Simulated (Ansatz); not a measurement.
C₂H₆InNO (`C1[NH][InH][CH2]O1`) at its PBE0-D4/def2-TZVP geometry, where that method's forces vanish. Total charge 0; spin multiplicity 1. In takes the def2 core potential.

```xyz
11

C     0.7392    0.4875   -0.8815
N    -0.6860    0.6275   -0.9684
In   -1.5431   -0.2877    0.6493
C     0.5373   -0.6694    1.1582
O     1.1334   -0.6497   -0.1176
H     1.2028    0.3520   -1.8615
H     1.1945    1.3713   -0.4005
H    -1.0366    0.6501   -1.9113
H    -3.2175   -0.3587    0.9146
H     0.7308   -1.6406    1.6091
H     0.9453    0.1176    1.8094
```

(1) What forces (eV/Å) does B3LYP-D4/def2-TZVPP give on these atoms in Ansatz? (An estimate is asked.)

Results:

(1) Ansatz gave: 
```
C1   0.273  0.285 -0.290
N2  -0.136  0.110 -0.225
In3 -0.327 -0.104  0.202
C4   0.168 -0.129  0.415
O5   0.193 -0.203 -0.063
H6  -0.028  0.024  0.059
H7  -0.015 -0.043 -0.033
H8  -0.014  0.019 -0.002
H9  -0.069  0.013 -0.007
H10 -0.022  0.074 -0.021
H11 -0.025 -0.047 -0.034
```

B3LYP here is the variant with VWN-RPA as its local correlation; programs differ in this.
